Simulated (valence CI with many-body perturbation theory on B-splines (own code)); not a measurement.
Which ion has this spectrum?

A relativistic CI+MBPT calculation for an atom or ion with 5 electrons gives these levels (eV):

| J | Parity | E | g |
| --- | --- | --- | --- |
| 1/2 | odd | 0.0 | 0.63 |
| 1/2 | even | 202.4 | 2.10 |
| 3/2 | odd | 659.5 | 1.31 |
| 3/2 | even | 800.8 | 1.64 |
| 5/2 | even | 836.8 | 1.33 |
| 1/2 | even | 894.5 | 1.25 |
| 3/2 | even | 895.9 | 0.97 |
| 3/2 | odd | 1109.0 | 1.33 |
| 5/2 | even | 1478.3 | 1.42 |
| 1/2 | even | 1565.6 | 1.91 |
| 3/2 | even | 1566.5 | 1.18 |
| 3/2 | odd | 1730.0 | 1.44 |
| 5/2 | odd | 1751.5 | 1.17 |
| 1/2 | odd | 1796.9 | 0.63 |

The energies are calculated, and their last digits are not significant.

(1) Which is it?
A. Sm57+
B. Gd59+
C. Eu58+
D. Tb60+

## Answers

(1) A. Sm57+, ground level (2s^2 2p1/2) J=1/2.
